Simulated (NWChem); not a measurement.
**Atomisation of B$_{2}$**

```xyz
2

B      0.0000     0.0000     0.8129
B      0.0000     0.0000    -0.8129
```
Charge 0, spin multiplicity 3.

Program: NWChem. The geometry was optimised at UB3LYP/def2-SVP, a minimum by its harmonic frequencies.

Basis set: def2-TZVP. The atomisation energy is electronic alone: no zero-point, thermal, spin-orbit or counterpoise terms. No value is extrapolated to the basis-set limit. Free atoms are single determinants with multiplicities B 2. Correlated methods freeze the same cores in atoms and molecule, 2 orbitals in all.

B3LYP has NWChem's definition, with VWN1-RPA local correlation. This spin state was chosen for the runs; another may lie lower. The structure started from a generated list of species. The unpaired electrons of the parent sit in orbitals of symmetry b2u and b3u (D2h labels of the run); other states weren't searched. The stability of the SCF solutions was not checked. Open-shell Hartree-Fock references start from PBE0 orbitals.

Q: One of these methods gave an atomisation energy of 60.1 kcal/mol. Which?
A. BLYP
B. MP2
C. B3LYP
D. LDA (SVWN5)

A: C, B3LYP. The others give 63.2 (MP2), 67.1 (BLYP), 88.7 (LDA (SVWN5)).
